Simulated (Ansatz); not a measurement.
Frontier orbitals of CH$_{4}$BrInO, SMILES `[CH3][In]([OH])[Br]`.

Z-matrix (Å, degrees):
```
C
In 1 2.123
H 1 1.090 2 109.2
H 1 1.090 2 109.1 3 -119.2
H 1 1.088 2 109.4 3 120.6
O 2 1.976 1 125.9 3 55.1
Br 2 2.486 1 124.1 3 -125.0
H 6 0.961 2 111.8 1 180.0
```

Total charge 0; spin multiplicity 1. Correlated methods include outer-core shells of Br, In, which these sets cover unevenly. Scalar relativity is left out up to krypton. In takes the def2 core potential. All single points use the PBE0-D4/def2-TZVP geometry. It is one conformer, not always the lowest. Basis def2-TZVPP, Ansatz 0.2.0.

Wavefunction ionisation energies are left out: the UHF cation lies over 0.3 eV above the hybrids' and is likely on a second state.

```
functional  HOMO (eV)  LUMO (eV)
 CAM-B3LYP      -9.32      -0.45
```

Give HOMO and LUMO (eV) with LDA (SPW92), PBE, revPBE, BLYP, r2SCAN, B97M-V, PBE0, B3LYP, r2SCANh, r2SCAN0, HSE06 (plane-wave form), BHLYP, LC-ωPBE, ωB97X-V, ωB97M-V, HF. (Estimate.)

Ansatz gave: 
| functional | HOMO | LUMO |
| --- | --- | --- |
| LDA (SPW92) | -6.89 | -2.48 |
| PBE | -6.71 | -2.20 |
| revPBE | -6.64 | -2.09 |
| BLYP | -6.54 | -2.18 |
| r2SCAN | -7.03 | -1.94 |
| B97M-V | -7.08 | -2.06 |
| PBE0 | -8.00 | -1.34 |
| B3LYP | -7.73 | -1.66 |
| r2SCANh | -7.50 | -1.64 |
| r2SCAN0 | -8.21 | -1.18 |
| HSE06 (plane-wave form) | -7.60 | -1.70 |
| BHLYP | -9.13 | -0.54 |
| LC-ωPBE | -10.72 | 0.81 |
| ωB97X-V | -10.35 | 0.65 |
| ωB97M-V | -10.22 | 0.35 |
| HF | -10.91 | 1.25 |

B3LYP here is the variant with VWN-RPA as its local correlation; programs differ in this. LC-ωPBE has ω = 0.4 bohr⁻¹. Positive LUMOs are unbound and depend on the basis.
